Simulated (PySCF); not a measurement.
# Gas-phase thermal properties of S6

Computed with PySCF (xtb for GFN2) and rigid-rotor harmonic-oscillator thermochemistry at 1 bar. 6-31G* has spherical d functions here. All species are closed-shell singlets. B3LYP is the form with VWN-RPA correlation. The harmonic model lacks anharmonicity and excited electronic states, which grow with temperature; levels with a mode under 35 cm⁻¹ are left out.

```json
[
 {"level": "B3LYP/6-31G*", "point group": "D3d", "σ": "6", "ZPE (kJ/mol)": "22.7", "S°298 (J/mol/K)": "359.7", "Cp298 (J/mol/K)": "114.7", "S°1000 (J/mol/K)": "511.6", "H1000 − H298 (kJ/mol)": "89.2"},
 {"level": "GFN2-xTB", "point group": "D3d", "σ": "6", "ZPE (kJ/mol)": "22.2", "S°298 (J/mol/K)": "363.7", "Cp298 (J/mol/K)": "114.9", "S°1000 (J/mol/K)": "515.7", "H1000 − H298 (kJ/mol)": "89.2"},
 {"level": "HF/6-31G*", "point group": "D3d", "σ": "6", "ZPE (kJ/mol)": "27.5", "S°298 (J/mol/K)": "345.7", "Cp298 (J/mol/K)": "107.6", "S°1000 (J/mol/K)": "493.7", "H1000 − H298 (kJ/mol)": "87.3"},
 {"level": "PBE/def2-SVP", "point group": "D3d", "σ": "6", "ZPE (kJ/mol)": "21.3", "S°298 (J/mol/K)": "365.3", "Cp298 (J/mol/K)": "116.4", "S°1000 (J/mol/K)": "518.2", "H1000 − H298 (kJ/mol)": "89.6"},
 {"level": "PBE0/def2-TZVP", "point group": "D3d", "σ": "6", "ZPE (kJ/mol)": "25.0", "S°298 (J/mol/K)": "352.7", "Cp298 (J/mol/K)": "111.3", "S°1000 (J/mol/K)": "502.8", "H1000 − H298 (kJ/mol)": "88.3"}
]
```
σ: rotational symmetry number. Electronic degeneracy used: 1. Frequencies are unscaled.
